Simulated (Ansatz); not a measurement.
Isomers of C2H10BNSi, relaxed with PBE0-D4/def2-TZVP in Ansatz; electronic energies, one conformer each and not always the lowest. Functionals use def2-TZVPP; CBS adds triple-zeta CCSD(T) − MP2 to the MP2 limit of def2-TZVPP and def2-QZVPP.

(1) Order them by energy at frozen-core CCSD(T)/CBS, lowest first. (Estimate.)
A. `CNB(C)[SiH3]`
B. `CB(C)N[SiH3]`
C. `BN([SiH3])CC`
D. `CN(C)B[SiH3]`
E. `BN[SiH](C)C`
F. `BN(C)[SiH2]C`

(2) How do B3LYP-D4, ωB97M-V, B2PLYP, B3LYP place them (kJ/mol, against `BN[SiH](C)C`)? (An estimate is asked.)

Results:

(1) E (0.0 kJ/mol), B (6.5 kJ/mol), F (81.0 kJ/mol), C (120.7 kJ/mol), A (139.5 kJ/mol), D (201.6 kJ/mol).

(2) Ansatz gave: 
```
        isomer  B3LYP-D4  ωB97M-V  B2PLYP  B3LYP
`BN([SiH3])CC`     118.8    124.6   120.7  121.0
`CNB(C)[SiH3]`     132.8    142.4   137.8  130.4
`CN(C)B[SiH3]`     195.4    207.0   200.4  194.1
`CB(C)N[SiH3]`       4.9      6.9     5.6    4.2
`BN(C)[SiH2]C`      78.6     82.9    80.0   79.6
```

B3LYP here is the variant with VWN-RPA as its local correlation; programs differ in this.
